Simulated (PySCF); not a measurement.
# O²⁺ (oxygen, charge +2) across methods

[He] 2s1 2p2 3d1, one real determinant (an excited configuration). Calculation: PySCF 2.14, in x2c-TZVPPall with one added diffuse shell each of s, p, d type (6s4p3d1f, 40 functions); scalar relativity by spin-free X2C-1e.

| method | E (hartree) | mean ε 2s α (eV) | mean ε 2p α (eV) | mean ε 3d α (eV) | Σ⟨r²⟩ (bohr²) | ⟨S²⟩ |
| --- | --- | --- | --- | --- | --- | --- |
| BLYP | -71.5339 | -70.232 | -56.017 | -11.689 | 11.45 | 6.000 |
| PBE | -71.4777 | -70.621 | -56.298 | -11.845 | 11.43 | 6.000 |
| MN15 | -71.4950 | -73.456 | -59.529 | -12.430 | 11.18 | 6.000 |
| r2SCAN | -71.5342 | -72.229 | -57.503 | -11.711 | 11.52 | 6.000 |
| PBE0 | -71.4856 | -74.246 | -59.393 | -12.448 | 11.46 | 6.000 |
| TPSSh | -71.5535 | -72.597 | -57.787 | -12.043 | 11.46 | 6.000 |
| UHF | -71.41363 | -84.667 | -68.213 | -13.937 | 11.58 | 6.000 |
| M06 | -71.5180 | -73.568 | -58.779 | -12.424 | 11.44 | 6.000 |
| LDA | -70.9764 | -70.230 | -56.094 | -11.635 | 11.38 | 6.000 |

⟨L²⟩ = 7.99 against 12 for a pure F term, so this real determinant mixes terms. The outer electron is Rydberg-like, and this basis confines it to a smaller radius and binds it less than a complete one would.
